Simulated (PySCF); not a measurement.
**Stationary points of SbH4**

Computed with PBE0 in PySCF with Sb def2-TZVP with ECP28, H def2-TZVP; scalar-relativistic core potentials, no spin–orbit coupling; density-fitted integrals.

Relaxations began from a few typed shapes; open shells are unrestricted. The search is not exhaustive: other isomers or separated fragments can lie lower, and high-lying points may rest on an excited occupation.

```csv
spin,group,bonds,angles,imaginary modes (cm⁻¹),ΔE (kJ/mol),ΔE with ZPE (kJ/mol)
doublet,C2v,"Sb–H 1.696 Å (×2), Sb–H 1.830 Å (×2)","H–Sb–H 91.8° (×4), H–Sb–H 96.0°, H–Sb–H 174.6°",none,0.0,0.0
doublet,D2d,Sb–H 1.713 Å (×4),"H–Sb–H 94.7° (×4), H–Sb–H 146.8° (×2)",1128i,83.8,–
doublet,Td,Sb–H 1.826 Å (×4),H–Sb–H 109.5° (×6),3 found,118.5,–
doublet,D4h,Sb–H 1.745 Å (×4),"H–Sb–H 90.0° (×4), H–Sb–H 180.0° (×2)","1153i, 339i",140.1,–
```

The lowest minimum found is the doublet C2v: Sb–H 1.696 Å (×2), Sb–H 1.830 Å (×2); H–Sb–H 91.8° (×4), H–Sb–H 96.0°, H–Sb–H 174.6°.

For the lowest minimum: with an element this heavy the missing spin–orbit coupling can shift these numbers.
